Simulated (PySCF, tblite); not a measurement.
Isomers of C4H12Cl2OSi2, one GFN2-xTB conformer each. Single-point energies are computed at PBE0/pcSseg-1 (PySCF, gas phase, no added dispersion term), electronic only.

```json
{"SMILES": "CC[C@@H](Cl)[SiH2][Si@H](Cl)OC", "GFN2-xTB relative energy (kJ/mol)": "0.0"}
{"SMILES": "CO[Si@@H](CCl)[SiH2][C@H](C)Cl", "GFN2-xTB relative energy (kJ/mol)": "157.4"}
{"SMILES": "C[Si@@H]([SiH3])COCC(Cl)Cl", "GFN2-xTB relative energy (kJ/mol)": "316.9"}
```

Conformers: `[CH3:1][CH2:2][C@@H:3]([Cl:4])[SiH2:5][Si@H:6]([Cl:7])[O:8][CH3:9]` with C1–C2–C3–Cl4 65°, C2–C3–Si5–Si6 -179°, C3–Si5–Si6–Cl7 -63°, Si5–Si6–O8–C9 169°; `[CH3:1][O:2][Si@@H:3]([CH2:4][Cl:5])[SiH2:6][C@H:7]([CH3:8])[Cl:9]` with C1–O2–Si3–C4 -177°, O2–Si3–C4–Cl5 177°, O2–Si3–Si6–C7 -171°, Si3–Si6–C7–C8 -56°; `[CH3:1][Si@@H:2]([SiH3:3])[CH2:4][O:5][CH2:6][CH:7]([Cl:8])[Cl:9]` with C1–Si2–C4–O5 -157°, Si2–C4–O5–C6 179°, C4–O5–C6–C7 -84°, O5–C6–C7–Cl8 -153°.

What does PBE0/pcSseg-1 give for the same structures?

```tsv
SMILES	PBE0/pcSseg-1 E (Eh)	PBE0/pcSseg-1 (kJ/mol)	GFN2-xTB (kJ/mol)	point group
CC[C@@H](Cl)[SiH2][Si@H](Cl)OC	-1733.43205	0.0	0.0	C1
CO[Si@@H](CCl)[SiH2][C@H](C)Cl	-1733.37934	138.4	157.4	C1
C[Si@@H]([SiH3])COCC(Cl)Cl	-1733.32869	271.4	316.9	C1
```

Both levels put the same isomer lowest; measured from each level's own lowest isomer, the values differ by up to 45.5 kJ/mol (C[Si@@H]([SiH3])COCC(Cl)Cl: 316.9 against 271.4). As drawn, the lowest has an Si–O bond, which the highest lacks.

Which frontier levels, dipoles and rotational constants go with these structures?

| SMILES | HOMO (eV, PBE0/pcSseg-1) | LUMO (eV) | dipole (D) | A, B, C (MHz) |
| --- | --- | --- | --- | --- |
| CC[C@@H](Cl)[SiH2][Si@H](Cl)OC | -7.84 | -0.48 | 1.55 | 1546, 385.3, 365.5 |
| CO[Si@@H](CCl)[SiH2][C@H](C)Cl | -7.58 | -0.76 | 3.07 | 960.3, 499.0, 358.9 |
| C[Si@@H]([SiH3])COCC(Cl)Cl | -7.95 | -0.10 | 1.68 | 1383, 362.3, 322.5 |

What happens when harmonic zero-point energies from GFN2-xTB frequencies are added?

```csv
SMILES,ZPE (kJ/mol),electronic (kJ/mol),with ZPE (kJ/mol)
CC[C@@H](Cl)[SiH2][Si@H](Cl)OC,398.0,0.0,0.0
CO[Si@@H](CCl)[SiH2][C@H](C)Cl,392.8,138.4,133.3
C[Si@@H]([SiH3])COCC(Cl)Cl,382.8,271.4,256.2
```

The zero-point energies span 15.2 kJ/mol. The order is unchanged.
